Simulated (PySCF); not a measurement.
# Basis-set dependence of population analyses: `Oc1ccc(F)cc1`

Compound: C₆H₅FO.
Bonds: O1–C2, C2–C3 (aromatic), C3–C4 (aromatic), C4–C5 (aromatic), C5–F6, C5–C7 (aromatic), C7–C8 (aromatic), C2–C8 (aromatic). Hydrogens: H9 on O1; H10 on C3; H11 on C4; H12 on C7; H13 on C8.

PBE0 throughout (PySCF), one geometry, spherical d and f functions. The structure is a single PBE0-D3(BJ)/def2-SVP conformer in the gas phase; no vibrational or solvent corrections. Atoms taken as equivalent share a column and are averaged. The first 7 of 9 kinds of atom are listed.

Mulliken charges (e):

```csv
basis,functions,O1,C2,C3/C8,C4/C7,C5,F6,H9
STO-3G,45,-0.252,+0.085,-0.107,-0.108,+0.089,-0.074,+0.235
pcSseg-0,82,-0.645,+0.192,-0.199,-0.217,+0.255,-0.365,+0.392
6-31G,82,-0.635,+0.246,-0.161,-0.197,+0.296,-0.330,+0.388
6-31G*,122,-0.664,+0.362,-0.224,-0.253,+0.420,-0.329,+0.430
cc-pVDZ,137,-0.189,+0.059,-0.011,-0.019,+0.140,-0.171,+0.150
def2-SVP,137,-0.214,+0.152,-0.061,-0.087,+0.284,-0.212,+0.183
pcSseg-1,161,-0.374,+0.175,-0.113,-0.151,+0.322,-0.280,+0.236
aug-cc-pVDZ,229,-0.688,+0.726,+0.660,+0.585,+0.341,-0.612,+0.178
"6-311+G(2d,p)",246,-0.429,+0.087,-0.041,-0.020,+0.053,-0.329,+0.277
def2-TZVP,278,-0.385,+0.251,-0.195,-0.186,+0.267,-0.194,+0.320
cc-pVTZ,310,-0.271,+0.198,-0.164,-0.191,+0.260,-0.166,+0.213
IGLO-III,330,-0.384,+0.252,-0.146,-0.135,+0.249,-0.242,+0.275
```

IAO charges (e):

```
        basis  functions      O1      C2   C3/C8   C4/C7      C5      F6      H9
       STO-3G         45  -0.276  +0.095  -0.173  -0.173  +0.126  -0.087  +0.270
     pcSseg-0         82  -0.433  +0.174  -0.192  -0.181  +0.237  -0.239  +0.351
        6-31G         82  -0.459  +0.182  -0.190  -0.180  +0.246  -0.254  +0.361
       6-31G*        122  -0.467  +0.207  -0.190  -0.180  +0.274  -0.262  +0.360
      cc-pVDZ        137  -0.465  +0.208  -0.194  -0.183  +0.274  -0.262  +0.363
     def2-SVP        137  -0.461  +0.204  -0.191  -0.179  +0.271  -0.262  +0.361
     pcSseg-1        161  -0.471  +0.205  -0.194  -0.181  +0.273  -0.269  +0.365
  aug-cc-pVDZ        229  -0.489  +0.211  -0.195  -0.182  +0.277  -0.276  +0.375
6-311+G(2d,p)        246  -0.489  +0.211  -0.194  -0.182  +0.277  -0.277  +0.374
    def2-TZVP        278  -0.486  +0.213  -0.195  -0.183  +0.281  -0.276  +0.373
      cc-pVTZ        310  -0.484  +0.213  -0.196  -0.184  +0.281  -0.274  +0.373
     IGLO-III        330  -0.490  +0.212  -0.195  -0.183  +0.279  -0.277  +0.375
```

Hirshfeld charges (e):

| basis | functions | O1 | C2 | C3/C8 | C4/C7 | C5 | F6 | H9 |
| --- | --- | --- | --- | --- | --- | --- | --- | --- |
| STO-3G | 45 | -0.129 | +0.061 | -0.056 | -0.052 | +0.056 | -0.032 | +0.145 |
| pcSseg-0 | 82 | -0.186 | +0.070 | -0.069 | -0.063 | +0.073 | -0.087 | +0.184 |
| 6-31G | 82 | -0.196 | +0.069 | -0.067 | -0.061 | +0.071 | -0.097 | +0.183 |
| 6-31G* | 122 | -0.189 | +0.067 | -0.068 | -0.062 | +0.071 | -0.087 | +0.183 |
| cc-pVDZ | 137 | -0.173 | +0.065 | -0.070 | -0.065 | +0.066 | -0.075 | +0.181 |
| def2-SVP | 137 | -0.180 | +0.070 | -0.071 | -0.066 | +0.073 | -0.083 | +0.183 |
| pcSseg-1 | 161 | -0.184 | +0.069 | -0.070 | -0.065 | +0.073 | -0.086 | +0.181 |
| aug-cc-pVDZ | 229 | -0.185 | +0.064 | -0.070 | -0.066 | +0.070 | -0.090 | +0.178 |
| 6-311+G(2d,p) | 246 | -0.186 | +0.061 | -0.069 | -0.065 | +0.068 | -0.092 | +0.181 |
| def2-TZVP | 278 | -0.187 | +0.065 | -0.069 | -0.065 | +0.070 | -0.090 | +0.182 |
| cc-pVTZ | 310 | -0.184 | +0.067 | -0.070 | -0.066 | +0.070 | -0.086 | +0.181 |
| IGLO-III | 330 | -0.186 | +0.065 | -0.070 | -0.066 | +0.070 | -0.090 | +0.180 |

ESP-fitted charges (e):

```json
{"basis": "STO-3G", "functions": "45", "O1": "-0.457", "C2": "+0.375", "C3/C8": "-0.245", "C4/C7": "-0.200", "C5": "+0.248", "F6": "-0.101", "H9": "+0.340"}
{"basis": "pcSseg-0", "functions": "82", "O1": "-0.677", "C2": "+0.520", "C3/C8": "-0.350", "C4/C7": "-0.325", "C5": "+0.450", "F6": "-0.256", "H9": "+0.468"}
{"basis": "6-31G", "functions": "82", "O1": "-0.669", "C2": "+0.446", "C3/C8": "-0.293", "C4/C7": "-0.297", "C5": "+0.413", "F6": "-0.249", "H9": "+0.471"}
{"basis": "6-31G*", "functions": "122", "O1": "-0.552", "C2": "+0.331", "C3/C8": "-0.260", "C4/C7": "-0.261", "C5": "+0.305", "F6": "-0.174", "H9": "+0.423"}
{"basis": "cc-pVDZ", "functions": "137", "O1": "-0.507", "C2": "+0.313", "C3/C8": "-0.262", "C4/C7": "-0.254", "C5": "+0.305", "F6": "-0.180", "H9": "+0.402"}
{"basis": "def2-SVP", "functions": "137", "O1": "-0.539", "C2": "+0.346", "C3/C8": "-0.268", "C4/C7": "-0.262", "C5": "+0.336", "F6": "-0.200", "H9": "+0.413"}
{"basis": "pcSseg-1", "functions": "161", "O1": "-0.562", "C2": "+0.367", "C3/C8": "-0.289", "C4/C7": "-0.279", "C5": "+0.350", "F6": "-0.206", "H9": "+0.422"}
{"basis": "aug-cc-pVDZ", "functions": "229", "O1": "-0.549", "C2": "+0.352", "C3/C8": "-0.265", "C4/C7": "-0.303", "C5": "+0.397", "F6": "-0.225", "H9": "+0.404"}
{"basis": "6-311+G(2d,p)", "functions": "246", "O1": "-0.564", "C2": "+0.349", "C3/C8": "-0.268", "C4/C7": "-0.306", "C5": "+0.391", "F6": "-0.223", "H9": "+0.419"}
{"basis": "def2-TZVP", "functions": "278", "O1": "-0.554", "C2": "+0.346", "C3/C8": "-0.266", "C4/C7": "-0.287", "C5": "+0.366", "F6": "-0.211", "H9": "+0.416"}
{"basis": "cc-pVTZ", "functions": "310", "O1": "-0.529", "C2": "+0.328", "C3/C8": "-0.261", "C4/C7": "-0.269", "C5": "+0.336", "F6": "-0.199", "H9": "+0.403"}
{"basis": "IGLO-III", "functions": "330", "O1": "-0.546", "C2": "+0.333", "C3/C8": "-0.253", "C4/C7": "-0.292", "C5": "+0.377", "F6": "-0.218", "H9": "+0.408"}
```

Some averages cover members that differ in this geometry, most widely: C4/C7, Mulliken in aug-cc-pVDZ +0.474 to +0.695; C3/C8, Mulliken in aug-cc-pVDZ +0.593 to +0.727; C3/C8, ESP-fitted in aug-cc-pVDZ -0.329 to -0.202; C3/C8, ESP-fitted in IGLO-III -0.315 to -0.192 e.

**Question.** Which scheme is steadiest as the basis changes?

**Answer.** Largest range over the bases for any column: Hirshfeld 0.07 e, IAO 0.21 e, ESP-fitted 0.22 e, Mulliken 0.88 e. Hirshfeld charges move least and Mulliken charges most, counted in e. Without the minimal STO-3G basis the ranges are Hirshfeld 0.02, IAO 0.06, ESP-fitted 0.21, Mulliken 0.88 e.

**Question.** How much do the charges still move between the two largest bases, cc-pVTZ and IGLO-III?

**Answer.** At most, over all atoms: Mulliken 0.114 e, IAO 0.006 e, Hirshfeld 0.004 e, ESP-fitted 0.041 e.

**Question.** What do the same runs give for the total energy, the frontier levels and the dipole moment?

**Answer.** 
```
        basis  energy (Eh)  HOMO (eV)  LUMO (eV)  μ (D)
       STO-3G    -400.9818      -3.61       2.75   1.55
     pcSseg-0    -405.3274      -6.61      -0.56   2.26
        6-31G    -406.1499      -6.34      -0.21   2.22
       6-31G*    -406.2476      -6.16      -0.13   1.98
      cc-pVDZ    -406.2883      -6.27      -0.34   2.04
     def2-SVP    -405.9632      -6.39      -0.45   2.08
     pcSseg-1    -406.2165      -6.52      -0.60   2.07
  aug-cc-pVDZ    -406.3153      -6.49      -0.65   1.99
6-311+G(2d,p)    -406.3812      -6.50      -0.66   2.05
    def2-TZVP    -406.4181      -6.46      -0.59   2.03
      cc-pVTZ    -406.4035      -6.41      -0.53   2.01
     IGLO-III    -406.4250      -6.49      -0.65   2.01
```

The dipole is fixed by the density alone, so its range of 0.71 D shows that the density itself changes with the basis, not only its division among atoms.
